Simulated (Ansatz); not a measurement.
Reaction (formal hydrolysis of a W–C bond): `[CH3][W]([CH3])(=[O])=[O]` + H₂O → `[CH3][W](=[O])(=[O])[OH]` + CH₄

Computed with Ansatz on PBE0-D4/def2-TZVP structures; ΔE is electronic, products minus reactants. CCSD(T)/CBS adds triple-zeta CCSD(T) − MP2 to the extrapolated MP2 energy (def2 sets, frozen cores). This one scheme is used for every species. Functionals use def2-TZVPP. def2 core potentials past Kr. For W outer-core shells are correlated without core-valence functions, which leaves a few kJ/mol of doubt a bond. One conformer a species, not always the lowest.

```json
{"level": "PBE-D4", "ΔE (kJ/mol)": "-129.3", "difference from CCSD(T)/CBS": "-4.5"}
{"level": "revPBE-D4", "ΔE (kJ/mol)": "-128.6", "difference from CCSD(T)/CBS": "-3.8"}
{"level": "PBE0-D4", "ΔE (kJ/mol)": "-127.6", "difference from CCSD(T)/CBS": "-2.8"}
{"level": "r2SCAN0-D4", "ΔE (kJ/mol)": "-132.7", "difference from CCSD(T)/CBS": "-7.9"}
{"level": "BHLYP-D4", "ΔE (kJ/mol)": "-136.3", "difference from CCSD(T)/CBS": "-11.5"}
{"level": "CAM-B3LYP-D4", "ΔE (kJ/mol)": "-140.1", "difference from CCSD(T)/CBS": "-15.3"}
{"level": "ωB97M-V", "ΔE (kJ/mol)": "-132.4", "difference from CCSD(T)/CBS": "-7.6"}
{"level": "B2PLYP", "ΔE (kJ/mol)": "-136.2", "difference from CCSD(T)/CBS": "-11.4"}
{"level": "PBE", "ΔE (kJ/mol)": "-131.5", "difference from CCSD(T)/CBS": "-6.7"}
{"level": "r2SCAN", "ΔE (kJ/mol)": "-137.1", "difference from CCSD(T)/CBS": "-12.3"}
{"level": "r2SCANh", "ΔE (kJ/mol)": "-135.6", "difference from CCSD(T)/CBS": "-10.8"}
{"level": "r2SCAN0", "ΔE (kJ/mol)": "-133.5", "difference from CCSD(T)/CBS": "-8.7"}
{"level": "HF/def2-SVP", "ΔE (kJ/mol)": "-150.2", "difference from CCSD(T)/CBS": "-25.4"}
{"level": "HF/def2-TZVPP", "ΔE (kJ/mol)": "-143.3", "difference from CCSD(T)/CBS": "-18.5"}
{"level": "SCS-MP2/def2-QZVPP", "ΔE (kJ/mol)": "-128.2", "difference from CCSD(T)/CBS": "-3.4"}
{"level": "HF/CBS(def2)", "ΔE (kJ/mol)": "-141.7", "difference from CCSD(T)/CBS": "-16.9"}
{"level": "CCSD(T)/CBS", "ΔE (kJ/mol)": "-124.8", "difference from CCSD(T)/CBS": "0"}
```

Q: What do rigid-rotor, harmonic-oscillator terms from PBE0-D4/def2-TZVP frequencies (298.15 K, 1 bar) make of the CCSD(T)/CBS value? (Best estimate.)

A: The calculation gave: ΔZPE = +4.6 kJ/mol, ΔH = -122.3 kJ/mol, ΔS = -16 J/(mol·K), ΔG = -117.4 kJ/mol.

Largest T1 diagnostic among the species: 0.023, so the coupled-cluster value is less sure than usual.

The D4 term adds +3.4 kJ/mol with B3LYP and +2.0 kJ/mol with PBE0; it sums over pairs of atoms, weighted by their polarisabilities, and B3LYP, whose exchange is more repulsive, gets the larger term. From r2SCAN to r2SCAN0 (25 % exact exchange), in def2-TZVPP and without D4, ΔE moves by +3.6 kJ/mol.

B3LYP here is the variant with VWN-RPA as its local correlation; programs differ in this.
